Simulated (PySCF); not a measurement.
F3H3Si2, SMILES F[Si](F)([SiH3])F.

Coordinates come from a PBE0-D3(BJ)/def2-SVP optimisation.

Two levels are set side by side: TDDFT-PBE/def2-SVPD (PySCF) and TDDFT-PBE0/def2-SVPD (PySCF). Vertical, same geometry. The lowest singlet is HOMO→LUMO+1 90 % with PBE and HOMO→LUMO+1 92 % with the other functional; states are paired by order. Differences are taken from unrounded values.

```
quantity                               TDDFT-PBE
-------------------------------------  ---------
lowest singlet excitation (eV)              7.51
lowest triplet excitation (TDA) (eV)        6.47
first bright state (f over 0.05) (eV)       7.71
its oscillator strength                     0.15
```

Q: These are the TDDFT-PBE values. What does TDDFT-PBE0 give? (An estimate is asked for; the answer gives what the named calculation found.)

A: 
```
quantity                               TDDFT-PBE0  TDDFT-PBE minus TDDFT-PBE0
-------------------------------------  ----------  --------------------------
lowest singlet excitation (eV)               7.96                       -0.45
lowest triplet excitation (TDA) (eV)         6.73                       -0.26
first bright state (f over 0.05) (eV)        8.46                       -0.75
its oscillator strength                      0.20                       -0.05
```

A lower first singlet is the usual sign of a functional without exact exchange. Differences between two approximate levels are no errors against the true value.

Rough cost on one machine, each run with all the roots and properties that it gave: TDDFT-PBE0 against TDDFT-PBE about 4 times.
